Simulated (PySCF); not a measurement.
Core-level binding energies of (BeSe)5 ring

(BeSe)5 ring, Be5Se5.
Bonds: Be1–Se2, Be1–Se10, Se2–Be3, Be3–Se4, Se4–Be5, Be5–Se6, Se6–Be7, Be7–Se8, Se8–Be9, Be9–Se10.

Theory: PySCF, delta-SCF UKS SCAN, pcX-2 on the ionised atom, pcseg-1 elsewhere, spin-free X2C. Binding energies are ΔSCF values: E(core-ionised, relaxed orbitals) − E(ground state) at a fixed geometry, referred to the vacuum level.

Task: Give the core binding energies atom by atom.

Result: 
```json
{"atom(s)": "Be1/Be3/Be5/Be9", "environment": "beryllium bonded to 2 Se", "level": "Be 1s", "binding energy (eV)": "120.90", "count": "4"}
```

Task: Express the binding energy of Be 1s of Be1/Be3/Be5/Be9 in atomic units and per mole.

Result: 120.90 eV = 4.4430 Eh = 11665 kJ/mol.

One atom of each set of topologically equivalent atoms was ionised and stands for the set; in this conformer not all members are related by symmetry, and their own values weren't computed. The list is incomplete; no value stands for Be 1s of Be7. No level of selenium is listed. Geometry: PBE0-D3(BJ)/def2-SVP; no solvent, vibrations or thermal averaging.
